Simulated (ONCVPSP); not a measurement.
**Plane-wave convergence, ONCV potential for Ru**

```
Element                 : ruthenium (Ru)
Generator               : ONCVPSP 4.0.1
Type                    : optimised norm-conserving Vanderbilt (ONCV)
Functional              : LDA (Perdew-Wang 92)
Relativity              : scalar-relativistic
Frozen core             : [Ar] 3d10
Valence charge          : 16
Reference configuration : 4s2 4p6 4d6.5 (charge +1.5)
Partial waves           : 4s: rc 1.15 bohr, ncon 4, nbas 9, qcut 6.2 1/bohr, 2 projectors, debl 3.2 Ha; 4p: rc 1.30 bohr, ncon 5, nbas 9, qcut 6.8 1/bohr, 2 projectors, debl 1.1 Ha; 4d: rc 1.85 bohr, ncon 5, nbas 10, qcut 6.7 1/bohr, 3 projectors, debl 1.7 Ha
Local potential         : polynomial inside 0.85 bohr (lpopt 4, dvloc0 1 Ha)
Core correction         : none
```

In the s channel the program set the typed energies aside and used -3.307, 0.250 Ha. In the p channel the program set the typed energies aside and used -2.207, 0.250 Ha.

For each optimised wave give the share of its norm inside rc, the residual kinetic energy above qcut (Ha) and the cutoffs (Ha) for errors of 10, 1, 0.1 and 0.01 mHa per electron.

| wave | norm inside rc | residual KE | 10 mHa | 1 mHa | 0.1 mHa | 0.01 mHa |
| --- | --- | --- | --- | --- | --- | --- |
| 4s | 0.685 | 1.3e-02 | 20.8 | 151.4 | 185.0 | 245.5 |
| s projector 2 | 0.029 | 2.7e-03 | 15.0 | 23.4 | 70.8 | 163.9 |
| 4p | 0.711 | 4.8e-03 | 17.0 | 82.6 | 146.9 | 164.4 |
| p projector 2 | 0.031 | 6.6e-04 | 8.7 | 20.5 | 46.9 | 120.0 |
| 4d | 0.714 | 2.2e-04 | 16.1 | 20.0 | 31.0 | 100.4 |
| d projector 2 | 0.081 | 2.4e-04 | 15.5 | 20.0 | 24.4 | 58.9 |
| d projector 3 | 0.145 | 1.5e-03 | 18.7 | 23.1 | 34.7 | 78.4 |

The occupied waves need 151 Ha and 185 Ha for 1 and 0.1 mHa.
